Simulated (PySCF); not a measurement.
# Shapes and spin states of CuN(OH)

All numbers come from PBE0 in PySCF with Cu def2-TZVP, N def2-TZVP, O def2-TZVP, H def2-TZVP; no relativity; density-fitted integrals.

Relaxations began from a few typed shapes and spin states; open shells are unrestricted. The search is not exhaustive: other isomers or separated fragments can lie lower, and high-lying points may rest on an excited occupation.

| spin | group | bonds | angles | imaginary modes (cm⁻¹) | ΔE (kJ/mol) | ΔE with ZPE (kJ/mol) |
| --- | --- | --- | --- | --- | --- | --- |
| quartet | C1 | Cu–N 1.753 Å, Cu–O 1.782 Å, O–H 0.959 Å | Cu–O–H 116.5°, N–Cu–O 161.0° | none | 0.0 | 0.0 |
| quartet | Cs | Cu–N 1.730 Å, Cu–O 1.783 Å, O–H 0.958 Å | Cu–O–H 117.6°, N–Cu–O 177.4° | 93i | 1.0 | – |
| broken-symmetry Ms = 1/2 (⟨S²⟩ 1.57) | C1 | Cu–N 1.780 Å, Cu–O 1.755 Å, O–H 0.962 Å | Cu–O–H 117.1°, N–Cu–O 157.0° | none | 23.4 | 24.2 |
| doublet (⟨S²⟩ 1.44) | Cs | Cu–N 1.790 Å, Cu–O 1.745 Å, O–H 0.962 Å | Cu–O–H 118.2°, N–Cu–O 177.5° | 504i | 28.0 | – |

The lowest minimum found is the quartet C1: Cu–N 1.753 Å, Cu–O 1.782 Å, O–H 0.959 Å; Cu–O–H 116.5°, N–Cu–O 161.0°.

For the lowest minimum: other spin states or occupations of the open shell can lie lower.
